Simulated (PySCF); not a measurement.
**Computed vibrations of [Yb(H2O)]2+**

[Yb(H2O)]2+ (singlet). PySCF 2.14.0, RKS PBE0, Yb def2-SVP with ECP28, O def2-SVP, H def2-SVP; non-relativistic Hamiltonian with scalar-relativistic core potentials where named; density fitting; no spin-orbit coupling. Central differences of gradients.

```xyz
4

Yb    0.0000    0.0000   -0.2194
O     0.0000    0.0000    2.0515
H     0.7681    0.0000    2.6562
H    -0.7681    0.0000    2.6562
```

Run from Python with OMP_NUM_THREADS=2. Where DIIS fails, smearing, a level shift and second-order steps follow.
It took 2.6 min on 2 threads of Intel(R) Xeon(R) Processor @ 2.50GHz (Skylake/Cascade Lake) (shared host).

Q: What are the harmonic wavenumbers and infrared intensities?

A: Modes are labelled in C2v; negative numbers are unstable modes, those under 60 cm⁻¹ near the noise; a finer grid moves soft modes by up to 10 cm⁻¹.
```json
{"cm⁻¹": "360", "km/mol": "10.3", "symmetry": "a1"}
{"cm⁻¹": "576", "km/mol": "87.4", "symmetry": "b2"}
{"cm⁻¹": "579", "km/mol": "354.0", "symmetry": "b1"}
{"cm⁻¹": "1677", "km/mol": "120.6", "symmetry": "a1"}
{"cm⁻¹": "3708", "km/mol": "300.7", "symmetry": "a1"}
{"cm⁻¹": "3752", "km/mol": "342.2", "symmetry": "b2"}
```

Q: Is this a minimum?

A: Yes. Ideal gas at 298.15 K and 1 bar: S = 264.2 J/(mol K), Cp = 49.0 J/(mol K), H − H(0 K) = 11.8 kJ/mol (rigid rotor, harmonic modes, spin degeneracy alone).
